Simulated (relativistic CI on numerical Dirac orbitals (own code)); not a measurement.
## Pm⁴⁺: 3d photoemission

Computed with this model: Dirac-Coulomb-Breit CI, KLI orbitals optimised for each configuration, model QED, valence Slater integrals scaled by 0.9, multiplet model of photoemission in the sudden approximation; configurations [Xe] 4f3 → [Ar] 3d9 4s2 4p6 4d10 4f3 5s2 5p6; 300 K; Lorentzian 0.9 eV and Gaussian 0.7 eV FWHM. Energies are those of the free ion, without screening or charge transfer. The energies are binding energies and can lie tens of eV above those of solids. S is read from ⟨S²⟩ = S(S + 1).

free ion: ground-state S = 1.47, centroid 1101.64 eV. Peaks (eV, height): 1091.3 (100), 1114.8 (37), 1116.2 (35), 1121.3 (13).

Strongest unbroadened transitions for free ion:

```csv
Energy (eV),Relative strength
1090.47,45.0
1090.51,37.1
1090.52,40.2
1090.72,25.1
1091.04,14.2
1091.26,100.0
1091.52,12.3
1091.59,40.6
1091.65,63.0
1091.72,8.4
1092.25,17.2
1114.68,90.2
1115.54,9.3
1116.17,43.2
1116.19,16.5
1116.88,11.8
1117.17,21.7
1121.51,11.2
```
